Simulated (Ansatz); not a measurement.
Molecule: 1,1,1-trifluoroethane, C2H3F3 (charge 0, singlet). 
Structure (B3LYP-D3(BJ)/def2-TZVP (Ansatz, an electronic-structure program) minimum search):
SMILES: FC(C)(F)F
```xyz
8

C     -1.4757    -0.0186     0.0562
C      0.0246     0.0003    -0.0009
F      0.5756    -0.1412     1.2237
F      0.5104    -0.9973    -0.7704
F      0.4930     1.1584    -0.5135
H     -1.8076    -0.9670     0.4743
H     -1.8219     0.7996     0.6848
H     -1.8753     0.0980    -0.9493
```

Property: atomisation energy (electronic, to ground-state atoms), in kcal/mol. Valence correlation only, unless marked. UHF or UKS for open shells. No spin-orbit coupling. Non-relativistic unless marked X2C. The coupled-cluster limit lacks core correlation, which all-electron functionals hold. CBS marks a two-point X^-3 extrapolation of the correlation energy; Hartree-Fock from the larger set (for Q and 5 zeta extrapolated as (X+1)exp(-9√X)). [CCSD(T)-MP2]/basis is that difference in the basis named.

```csv
level,program,atomisation energy (kcal/mol),minus last row
PBE-D4/def2-TZVPD,Ansatz + dftd4,786.0,26.1
revPBE-D3(BJ)/def2-TZVPD,Ansatz + dftd3,756.3,-3.6
r2SCAN/def2-TZVPD,Ansatz,763.8,3.9
B3LYP-D3(BJ)/def2-TZVPD,Ansatz + dftd3,755.7,-4.2
r2SCANh-D4/def2-TZVPD,Ansatz + dftd4,756.7,-3.2
CAM-B3LYP/def2-TZVPD,Ansatz,762.8,2.9
B2GP-PLYP-D3(BJ)/def2-TZVPD,Ansatz + dftd3,750.5,-9.4
MP2/aug-cc-pVDZ,Ansatz,735.7,-24.2
MP2/cc-pVQZ,Ansatz,776.7,16.8
MP2/cc-pV5Z,Ansatz,780.8,20.9
SCS-MP2/aug-cc-pVDZ,Ansatz,721.2,-38.7
SCS-MP2/aug-cc-pVQZ,Ansatz,766.4,6.5
CCSD/aug-cc-pVDZ,Ansatz,701.0,-58.9
CCSD/aug-cc-pVTZ,Ansatz,732.7,-27.2
CCSD/aug-cc-pVQZ,Ansatz,740.6,-19.3
CCSD/cc-pV5Z,Ansatz,741.6,-18.3
CCSD(T)/cc-pwCVTZ,Ansatz,741.9,-18.0
X2C-CCSD(T)/cc-pVTZ-DK,Ansatz,740.4,-19.5
CCSD(T) with core electrons/cc-pwCVTZ,Ansatz,744.3,-15.6
"RI-MP2/CBS(aug-cc-pVTZ,aug-cc-pVQZ)+[CCSD(T)-MP2]/aug-cc-pVDZ",Ansatz,761.0,1.1
"CCSD(T)/CBS(cc-pVQZ,cc-pV5Z)",Ansatz,759.9,0.0
```
